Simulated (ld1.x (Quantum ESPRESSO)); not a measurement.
The numbers below are computed, except where a source is named.
**Potentials for Te compared**

Generated with ld1.x 7.5 (TM, RRKJ, ultrasoft, PAW), atompaw 4.2 or ONCVPSP 4.0.1. The cutoff is in Ry: for ld1.x and atompaw files where the sum of valence levels is converged to 10 mRy in a Bessel basis, for ONCV files where the hardest occupied wave has 1 mHa per electron of residual kinetic energy. The error is the largest all-electron minus pseudo excitation energy over each file’s own four to seven test configurations (ionisations up to +4, promotions, holes and added fractions of an electron), all of which were solved. The labels leave out finer settings (local radius, basis sizes, second energies), which also bear on the numbers. Spin-polarised tests are not counted. The rows are a selection from randomly drawn settings: files with unsolved tests, undetermined cutoffs or missed reference levels are left out.

A true bound ghost makes a file unfit for plane-wave use even where its test errors are small: the radial tests pick states by their node count and pass the ghost by.

| potential | cutoff (Ry) | largest error (meV) | bound ghosts |
| --- | --- | --- | --- |
| PAW, LDA (PZ), scalar-relativistic, rc 2.05/2.10/1.75 (spd), local smoothed, core correction yes, reference 4d10 5s2 5p4 | 40 | +339 | none |
| TM, LDA (PZ), scalar-relativistic, rc 1.95/1.60/1.35 (spd), local p, core correction yes, reference 4d10 5s2 5p4 | 110 | -237 | s |
| TM, LDA (PZ), scalar-relativistic, rc 1.85/1.90/1.55 (spd), local s, core correction yes, reference 5s2 5p4 | 30 | -215 | d |
| ultrasoft, PBE, non-relativistic, rc 2.15/1.90/1.00 (spd), local smoothed, core correction yes, reference 4d10 5s2 5p4 | 160 | -179 | s |
| TM, LDA (PZ), scalar-relativistic, rc 1.80/2.00 (sp), local smoothed, core correction yes, reference 5s2 5p3.75 | 30 | -24 | s, d |
| TM semilocal, PBEsol, scalar-relativistic, rc 1.85/2.05/1.30/1.60 (spdf), local d, core correction no, reference 4d10 5s2 5p4 | 110 | +6.6 | none |
| TM, PBEsol, scalar-relativistic, rc 1.50/2.30/2.10 (spd), local smoothed, core correction no, reference 5s2 5p3.5 | 50 | +41 | none |

Task: Fill in the row for Te: TM semilocal, PW91, scalar-relativistic, rc 1.85/2.30/1.05 (spd), local p, core correction yes, reference 4d10 5s1.5 5p4.5.

Result: cutoff 120 Ry, largest error -9.4 meV, bound ghosts: none.
